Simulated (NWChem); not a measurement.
Isomers of C3H7NSi, each optimised at B3LYP/6-31G* with NWChem, gas phase unless a solvent is named. Flexible species stand in one conformer each, which need not be the lowest. Pople sets run with spherical d functions. Relative energies count from the lowest isomer at each level and are electronic, without zero-point energy, on those geometries.

A: C=C/C=N/[SiH3]
B: [SiH2]1N(C=C1)C
C: C[C@H]([SiH3])C#N
D: [SiH3]C1=NCC1

Question: Which isomer is lowest, and do the levels agree? Levels: B3LYP/6-31G*; PBE/def2-TZVP; B3LYP/def2-TZVP; Hartree-Fock/def2-TZVP; LDA (Slater exchange, VWN5)/def2-TZVP; BLYP/def2-TZVP.

Answer: All put C lowest.
```tsv
quantity	A	B	C	D
relative energy, B3LYP/6-31G* (kcal/mol)	9.2	17.0	0.0	28.5
relative energy, PBE/def2-TZVP (kcal/mol)	8.5	10.9	0.0	26.8
relative energy, B3LYP/def2-TZVP (kcal/mol)	7.3	15.4	0.0	31.6
relative energy, Hartree-Fock/def2-TZVP (kcal/mol)	10.1	21.2	0.0	36.7
relative energy, LDA (Slater exchange, VWN5)/def2-TZVP (kcal/mol)	6.5	2.0	0.0	21.6
relative energy, BLYP/def2-TZVP (kcal/mol)	6.5	17.0	0.0	32.1
```
